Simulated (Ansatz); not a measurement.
Cost against result

Saddle point of BNH₄Cl₃F, closed shell (BCl₃ ([Cl][B]([Cl])[Cl]) + NH₃ + HF → BNH₂Cl₂ ([NH2][B]([Cl])[Cl]) + HCl + HF; bonds formed: Cl2–H7, H5–F8; dative contacts that become bonds: B1–N6; bonds broken: B1–Cl2, H5–N6, H7–F8), PBE0-D4/def2-TZVP structure:

```
atom    x (Å)    y (Å)    z (Å)
  B1  -0.7620  -0.3030  -0.7194
 Cl2   0.8747   1.3818  -1.3776
 Cl3  -0.3341  -1.5902  -1.8483
 Cl4  -2.2425   0.6247  -0.9722
  H5   0.7888   0.1347   1.0045
  N6  -0.3353  -0.5103   0.6980
  H7   1.4869   1.1988  -0.1327
  F8   1.7018   0.7331   1.1115
  H9  -0.1421  -1.4893   0.8830
 H10  -1.0362  -0.1802   1.3533
```

Barriers are electronic and count from the start structure reached by relaxing down the imaginary mode.

Program: Ansatz 0.2.0. Basis: as named in each row. Cores are frozen in the correlated methods. B3LYP uses VWN-RPA correlation. Extrapolation: Hartree–Fock as exp(−7.88 √X), correlation as X^−2.97.

Times are rough, for one single point on 8 threads of a shared host (Arm Neoverse V1).

The estimate by CCSD(T) at an estimated basis limit (MP2 extrapolated from triple and quadruple zeta, plus CCSD(T) − MP2 in triple zeta) is 130.9 kJ/mol.

```csv
method,basis,time (s),barrier (kJ/mol),method less estimate
HF,STO-3G,under 1,168.3,37.4
PBE-D4,STO-3G,under 1,-6.0,-137.0
SPW92,def2-SVP,under 1,71.5,-59.4
B3LYP-D4,6-31G,under 1,117.6,-13.3
PBE-D4,def2-SVP,under 1,88.0,-42.9
PBE0-D4,def2-SVP,1,110.7,-20.3
SPW92,def2-TZVPP,1,74.7,-56.2
BLYP-D4,def2-TZVPP,2,91.1,-39.9
PBE-D4,def2-TZVPP,2,91.4,-39.5
B3LYP-D4,def2-TZVPP,3,106.9,-24.1
BHLYP-D4,def2-TZVPP,3,128.8,-2.1
CAM-B3LYP-D4,def2-TZVPP,3,111.8,-19.2
PBE0-D4,def2-TZVPP,3,112.0,-18.9
wB97M-V,def2-SVP,4,117.9,-13.0
r2SCAN-D4,def2-TZVPP,4,100.9,-30.0
r2SCAN0-D4,def2-TZVPP,5,116.6,-14.4
RPA on PBE,def2-TZVPP,5,121.8,-9.1
B2PLYP,def2-TZVPP,5,115.3,-15.7
PBE-QIDH,def2-TZVPP,5,126.6,-4.4
CCSD(T),def2-SVP,6,132.4,1.4
wB97X-V,def2-TZVPP,6,122.2,-8.7
wB97M-V,def2-TZVPP,8,121.1,-9.9
B97M-V,def2-TZVPP,8,119.5,-11.4
MP2,def2-QZVPP,18,128.8,-2.2
CCSD(T),def2-TZVPP,230,127.1,-3.9
```

All methods are single points on the PBE0-D4 structures; a negative value means that the method puts the saddle structure below the start.

No T1 diagnostic of these runs exceeds 0.011.

Labels in which every atom is bracketed show which atoms are joined, not bond orders.
